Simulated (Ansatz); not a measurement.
The same path of CH7FSSi2 (12 atoms, charge 0, multiplicity 1) was run twice with different band settings. Lost on the way: C1–H8. Made: S2–H8.

Method: UKS PBE-D4/6-31G* (Ansatz 0.2.0).

Relaxed end points:

```xyz
12
Properties=species:S:1:pos:R:3
C -1.496 1.358 1.593
S 0.058 0.372 1.443
Si -0.187 -0.446 -0.515
F -1.245 -1.696 -0.553
Si 1.932 -1.137 -1.246
H -1.640 1.999 0.710
H -2.366 0.699 1.727
H -1.383 1.994 2.485
H -0.796 0.628 -1.377
H 1.821 -1.921 -2.521
H 2.605 -1.985 -0.208
H 2.774 0.080 -1.503
```

```xyz
12
Properties=species:S:1:pos:R:3
C -1.968 1.237 1.352
S -0.624 0.212 1.436
Si -0.416 -0.511 -0.621
F -1.299 -1.869 -0.778
Si 1.874 -0.915 -0.994
H -1.971 2.024 0.591
H -2.350 1.507 2.341
H 0.781 0.715 1.458
H -1.033 0.547 -1.486
H 2.024 -1.708 -2.259
H 2.467 -1.684 0.147
H 2.591 0.392 -1.153
```

Common settings: movable images 7; climbing image yes; spring 5.0 eV/Å²; optimiser quadratic models (default); start path through a guess of the saddle point; iteration limit 60; end points relaxed.

| run | force threshold |
| --- | --- |
| 1 | 0.05 eV/Å |
| 2 | 0.5 eV/Å |

(1) What does each run give, and how far can it be trusted?

Answers

(1) Run 1: converged after 33 iterations, highest image 4.387 eV above the first end. Neighbouring images differ by up to 2.3 eV, so the band resolves the path poorly. A vibrational analysis at the climbing image gives one clearly imaginary mode, 1327i cm⁻¹, and a faint second one (33i cm⁻¹) that may be numerical noise or a soft torsion: probably a first-order saddle point.
Run 2: converged after 22 iterations, highest image 4.429 eV above the first end. The threshold of 0.5 eV/Å is loose, so the images may lie well off the minimum-energy path. Neighbouring images differ by up to 3.2 eV, so the band resolves the path poorly. The order of the stationary point at the top wasn't checked.
The orbitals stay closed-shell, which can raise the energy where a bond breaks towards radicals; this wasn't checked here.
